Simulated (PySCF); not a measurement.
From one molecule to another.

First species: Para-tolunitrile, C8H7N.
Atom-mapped SMILES: `[CH3:1][c:2]1[cH:3][cH:4][c:5]([C:6]#[N:7])[cH:8][cH:9]1` (hydrogens: H10, H11, H12 on C1; H13 on C3; H14 on C4; H15 on C8; H16 on C9)

Second species: C3H2F6.
SMILES: `FCC(F)(F)C(F)(F)F`

Levels: CAM-B3LYP/def2-SVPD for dipole moment, HOMO energy, LUMO energy, HOMO–LUMO gap, static isotropic polarisability and electronic spatial extent ⟨r²⟩ about the centre of nuclear charge; TDDFT CAM-B3LYP/def2-SVPD for lowest singlet excitation; TDA CAM-B3LYP/def2-SVPD for lowest triplet excitation (Tamm–Dancoff); ΔSCF CAM-B3LYP/def2-SVPD for vertical ionisation energy; PBE0-D3(BJ)/def2-SVP for rotational constant A and rotational constant C. Geometries: PBE0-D3(BJ)/def2-SVP. All species are isolated and taken at one optimised geometry, non-relativistic unless stated. Electronic properties by PySCF.

Dipoles, sizes and rotational constants follow the conformer. The torsions of the flexible species, by atom-mapped SMILES:
- `[F:1][CH2:2][C:3]([F:4])([F:5])[C:6]([F:7])([F:8])[F:9]`: F1–C2–C3–F4 177°, C2–C3–C6–F7 -68°

```tsv
property	column X	column Y
dipole moment	5.37 D	2.06 D
HOMO energy	-8.69 eV	-11.92 eV
LUMO energy	-0.47 eV	1.13 eV
HOMO–LUMO gap	8.22 eV	13.05 eV
lowest singlet excitation	5.19 eV	9.45 eV
lowest triplet excitation (Tamm–Dancoff)	3.70 eV	8.95 eV
static isotropic polarisability	98.6 au	42.6 au
vertical ionisation energy	9.35 eV	12.97 eV
electronic spatial extent ⟨r²⟩ about the centre of nuclear charge	1329 bohr²	943 bohr²
rotational constant A	5.503 GHz	2.065 GHz
rotational constant C	0.836 GHz	1.315 GHz
```

Q: Which column belongs to which species?

A: Column X is the first species and column Y the second. The first has 16 atoms and 62 electrons, the second 11 and 74.

Q: How does each property change from the first species to the second?

A: dipole moment -3.31 D; HOMO energy -3.23 eV; LUMO energy +1.60 eV; HOMO–LUMO gap +4.83 eV; lowest singlet excitation +4.26 eV; lowest triplet excitation (Tamm–Dancoff) +5.25 eV; static isotropic polarisability -56.0 au; vertical ionisation energy +3.62 eV; electronic spatial extent ⟨r²⟩ about the centre of nuclear charge -386 bohr²; rotational constant A -3.438 GHz; rotational constant C +0.479 GHz.

On the first: A dipole of 5.37 D is allowed in Cs, and pure rotational transitions are dipole-allowed. No computed singlet falls in the visible range (750 to 380 nm, 1.65 to 3.26 eV); S1 lies 1.93 eV above its blue end.

On the second: The polarisability is 6.31 Å³ as a volume (1 au = 0.148185 Å³), or 0.58 au for each of the 74 electrons. S1 lies 3.60 eV below the HOMO–LUMO gap; its leading configuration is HOMO→LUMO+1, weight 0.56, beside HOMO→LUMO, weight 0.31.
